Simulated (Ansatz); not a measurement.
An input meant for MoN(NH2)3 (MoN4H6) (charge 0, singlet).

```yaml
crystal:
  periodic: [false, false, false]
  atoms:
    - {symbol: Mo, position_ang: [0.001333, 0.002988, 0.347309]}
    - {symbol: N, position_ang: [0.007708, 0.017034, 1.981951]}
    - {symbol: h, position_ang: [1.889196, -0.031100, -0.162593]}
    - {symbol: N, position_ang: [-0.919816, 1.650132, -0.166202]}
    - {symbol: N, position_ang: [-0.971196, -1.623070, -0.137835]}
    - {symbol: H, position_ang: [2.673070, -0.038001, 0.484039]}
    - {symbol: H, position_ang: [2.227599, -0.044473, -1.123128]}
    - {symbol: H, position_ang: [-1.089938, 1.940664, -1.127443]}
    - {symbol: H, position_ang: [-1.297310, 2.338685, 0.478803]}
    - {symbol: H, position_ang: [-1.150904, -1.924680, -1.093903]}
    - {symbol: H, position_ang: [-1.369741, -2.288179, 0.519003]}
basis:
  gaussian: {orbitals: def2-SVPD}
hamiltonian: {xc: {name: r2SCANh}}
scf: {omitted_lower_state_checks: [starts]}
output: {forces: true}
```

```sh
$ ansatz run in.yaml --threads 2 --pin off --events-out ev --progress --plain --max-ram 4352MiB
```

Q: Predict how Ansatz answers.

A: The input was rejected before any iteration. An element symbol is wrong.
```
Error: YAML parse error: error: line 6 column 16: `h` is not an element symbol (H … Og, case-exact)
 --> <input>:6:16
  |
4 |     - {symbol: Mo, position_ang: [0.001333, 0.002988, 0.347309]}
5 |     - {symbol: N, position_ang: [0.007708, 0.017034, 1.981951]}
6 |     - {symbol: h, position_ang: [1.889196, -0.031100, -0.162593]}
  |                ^ `h` is not an element symbol (H … Og, case-exact)
7 |     - {symbol: N, position_ang: [-0.919816, 1.650132, -0.166202]}
8 |     - {symbol: N, position_ang: [-0.971196, -1.623070, -0.137835]}
  |
```
